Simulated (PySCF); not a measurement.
Isomers of C5H9ClO, mass 120.034 u with the commonest isotopes. Theory: PBE0-D3(BJ)/def2-SVP geometry optimisation, gas phase (PySCF). One conformer each, none proved a minimum here; rigid rotors.

Question: Order these by radius of gyration √(Σ m r²/M), smallest first.
A. `[Cl:1][CH2:2][CH2:3][O:4][CH:5]1[CH2:6][CH2:7]1` with Cl1–C2–C3–O4 177°, C2–C3–O4–C5 77°, C3–O4–C5–C6 -166°
B. pivaloyl chloride (`CC(C)(C)C(=O)Cl`)
C. `[CH3:1][CH2:2][CH2:3][CH2:4][C:5](=[O:6])[Cl:7]` with C1–C2–C3–C4 179°, C2–C3–C4–C5 180°, C3–C4–C5–O6 -1° (valeryl chloride)
D. `[CH3:1][CH2:2][C@H:3]([CH3:4])[C:5](=[O:6])[Cl:7]` with C1–C2–C3–C4 180°, C2–C3–C5–O6 -121° (ethylmethylacetylchloride)

Answer: B (1.841 Å), D (1.882 Å), A (2.307 Å), C (2.452 Å).

Question: Order these by rotational constant A, smallest first.
A. `[CH3:1][CH2:2][C@H:3]([CH3:4])[C:5](=[O:6])[Cl:7]` with C1–C2–C3–C4 180°, C2–C3–C5–O6 -121°
B. `[CH3:1][CH2:2][CH2:3][CH2:4][C:5](=[O:6])[Cl:7]` with C1–C2–C3–C4 179°, C2–C3–C4–C5 180°, C3–C4–C5–O6 -1° (valeryl chloride)
C. `[Cl:1][CH2:2][CH2:3][O:4][CH:5]1[CH2:6][CH2:7]1` with Cl1–C2–C3–O4 177°, C2–C3–O4–C5 77°, C3–O4–C5–C6 -166°
D. `CC(C)(C)C(=O)Cl` (pivaloyl chloride)

Answer: A (2365 MHz), D (2987 MHz), B (6552 MHz), C (6742 MHz).

Question: Order these by rotational constant C, largest first.
A. pivaloyl chloride, `CC(C)(C)C(=O)Cl`
B. `[Cl:1][CH2:2][CH2:3][O:4][CH:5]1[CH2:6][CH2:7]1` with Cl1–C2–C3–O4 177°, C2–C3–O4–C5 77°, C3–O4–C5–C6 -166°
C. `[CH3:1][CH2:2][C@H:3]([CH3:4])[C:5](=[O:6])[Cl:7]` with C1–C2–C3–C4 180°, C2–C3–C5–O6 -121° (ethylmethylacetylchloride)
D. `[CH3:1][CH2:2][CH2:3][CH2:4][C:5](=[O:6])[Cl:7]` with C1–C2–C3–C4 179°, C2–C3–C4–C5 180°, C3–C4–C5–O6 -1° (valeryl chloride)

Answer: C (1509 MHz), A (1439 MHz), B (810.4 MHz), D (706.1 MHz).

```tsv
SMILES	point group	Ia (u·Å²)	Ib (u·Å²)	Ic (u·Å²)	κ	μa (D)	μb (D)	μc (D)
ClCCOC1CC1	C1	74.96	579.15	623.61	-0.98	1.46	0.71	0.42
CCCCC(=O)Cl	Cs	77.13	651.09	715.72	-0.98	2.36	1.68	0.02
CC[C@H](C)C(=O)Cl	C1	213.66	301.80	335.00	-0.61	2.41	1.23	0.91
CC(C)(C)C(=O)Cl	near Cs	169.17	293.33	351.26	-0.63	2.21	1.69	0.01
```
